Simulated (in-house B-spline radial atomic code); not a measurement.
The numbers below are computed, except where a source is named.
# Weak and strong correlation along the adiabatic connection

Two-electron singlets in several external potentials (atomic units), by full CI in B-splines with partial waves to l = 8 (correlation energies up to 0.6 % small). The repulsion is scaled by λ at fixed density; W(λ) is the mean repulsion less the Hartree energy, W(0) = E_x, and the area under W from 0 to 1 is E_xc.

Relative drop (W(λ) − E_x)/E_x:

| system | λ = 0.12 | λ = 0.25 | λ = 0.4 | λ = 0.6 | λ = 0.8 | λ = 1 |
| --- | --- | --- | --- | --- | --- | --- |
| −Z/r, Z = 7 | 0.0027 | 0.0055 | 0.0088 | 0.0131 | 0.0172 | 0.0213 |
| −Z exp(−kr)/r, Z = 3.04, k = 0.107 | 0.0067 | 0.0137 | 0.0215 | 0.0314 | 0.0408 | 0.0497 |
| ω²r²/2 − Z/r, ω = 0.785, Z = 0.7 | 0.0140 | 0.0280 | 0.0430 | 0.0612 | 0.0775 | 0.0922 |
| ω²r²/2 − Z/r, ω = 0.111, Z = 2 | 0.0109 | 0.0221 | 0.0342 | 0.0493 | 0.0632 | 0.0760 |
| −Z/r, Z = 0.924, wall at 3.4 bohr | 0.0175 | 0.0348 | 0.0528 | 0.0740 | 0.0926 | 0.1090 |
| −Z/r, Z = 0.75, wall at 4 bohr | 0.0213 | 0.0419 | 0.0628 | 0.0870 | 0.1077 | 0.1255 |
| empty sphere, radius 4.44 bohr | 0.0345 | 0.0660 | 0.0963 | 0.1288 | 0.1545 | 0.1754 |

Task: Order the systems by how far second-order (GL2) theory, half the initial slope (estimated from the first points of each curve), overshoots the correlation energy, least first.
A. ω²r²/2 − Z/r, ω = 0.111, Z = 2
B. −Z exp(−kr)/r, Z = 3.04, k = 0.107
C. empty sphere, radius 4.44 bohr
D. −Z/r, Z = 0.75, wall at 4 bohr
E. −Z/r, Z = 0.924, wall at 3.4 bohr
F. ω²r²/2 − Z/r, ω = 0.785, Z = 0.7
G. −Z/r, Z = 7

Result: G (GL2/E_c = 1.04), B (GL2/E_c = 1.09), A (GL2/E_c = 1.15), F (GL2/E_c = 1.20), E (GL2/E_c = 1.26), D (GL2/E_c = 1.32), C (GL2/E_c = 1.48).

Task: What else changes along this order?

Result: The ratio follows the bend of the curve. With it the leading natural occupation goes from 1.999 to 1.901 and −T_c/E_c from 0.96 to 0.67 between the first and the last.
